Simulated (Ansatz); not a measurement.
Species: H2Se, SMILES `[SeH2]` (charge 0, multiplicity 1), formula H$_{2}$Se.

Q: How many basis functions does frozen-core CCSD(T)/aug-cc-pVTZ // B3LYP-D3(BJ)/def2-TZVPD in Ansatz (a quantum-chemistry and plane-wave program) use, how many core orbitals are frozen, and how many electrons are correlated?

A: 105 basis functions and 9 frozen orbitals, which leaves 18 correlated electrons (filled d shells below the valence shell are correlated). Core time is of the order of seconds.
